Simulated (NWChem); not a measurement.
# CuCl; SMILES [Cu][Cl]

```xyz
2

Cu     0.0000     0.0000    -0.7705
Cl     0.0000     0.0000     1.3054
```
Atoms are numbered in this order, from 1.

All runs: NWChem. Pople sets run with spherical d functions. The geometry was optimised at PBE0-D3(BJ)/def2-TZVP. Vzz is the largest principal value of the second derivative of the potential at the nucleus (NWChem prints the opposite sign); η is the asymmetry. Non-relativistic.

| level | Vzz Cu1 (a.u.) | η Cu1 | Vzz Cl2 (a.u.) | η Cl2 |
|---|---|---|---|---|
| PBE/def2-TZVP | 0.621 | 0.00 | 2.263 | 0.00 |
| PBE/6-31G* | 2.290 | 0.00 | 1.820 | 0.00 |
| CAM-B3LYP/6-31G* | ___ | 0.00 | ___ | 0.00 |
| CAM-B3LYP/def2-TZVP | 0.177 | 0.00 | 1.884 | 0.00 |

Question: Some entries are withheld; supply them.

Answer: 
- CAM-B3LYP/6-31G*, Vzz Cu1 (a.u.): 1.896
- CAM-B3LYP/6-31G*, Vzz Cl2 (a.u.): 1.510
